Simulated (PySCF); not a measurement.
C4H7FSi, SMILES F[C@H]1[Si@H](C=C1)C. Heavy atoms are numbered as in [CH3:1][Si@H:2]1[CH:3]=[CH:4][C@H:5]1[F:6]. Hydrogens are named by the atom that carries them.

The structure is a stationary point at TPSSh-D3(BJ)/def2-SVP. The structure was generated by enumeration; whether it is a known compound was not checked.

All values below come from PBE/def2-TZVP (PySCF).

Atomic charges (e), one atom of each kind:

```
atom       Löwdin    IAO
---------  ------  -----
C1 (CH3)    -0.45  -0.73
Si2 (SiH)    0.32   0.88
C3 (CH)     -0.20  -0.41
C4 (CH)     -0.15  -0.13
C5 (CH)     -0.38  -0.10
F6           0.09  -0.32
H on C1      0.14   0.17
H on Si2    -0.03  -0.13
H on C3      0.12   0.16
H on C4      0.13   0.15
H on C5      0.13   0.14
```

Computed Mayer and Wiberg (Löwdin basis) orders of the bonds:
```csv
bond,Mayer,Wiberg
C1–Si2,1.00,1.22
Si2–C3,1.00,1.08
C3–C4,1.80,1.98
Si2–C5,0.94,0.97
C4–C5,0.97,1.21
C5–F6,1.00,1.62
```
